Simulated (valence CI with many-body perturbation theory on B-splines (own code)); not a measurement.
## Which ion has this spectrum?

A relativistic CI+MBPT calculation for an atom or ion with 21 electrons gives these levels (cm⁻¹):

```csv
J,Parity,E,g
3/2,even,0,0.72
5/2,even,529230,1.05
3/2,even,580147,1.17
9/2,even,609491,1.03
7/2,even,610474,1.03
1/2,even,623368,1.80
5/2,even,812165,1.24
7/2,even,1128700,1.12
9/2,even,1165739,1.13
3/2,even,1208214,1.10
1/2,even,1231937,1.51
11/2,even,1242348,1.08
5/2,even,1244733,1.29
5/2,even,1315544,1.09
```

The energies are calculated, and their last digits are not significant.

Question: Which is it?
A. W53+
B. Re54+
C. Ta52+
D. Ir56+

Answer: A. W53+, ground level (3d3/2^3) J=3/2.
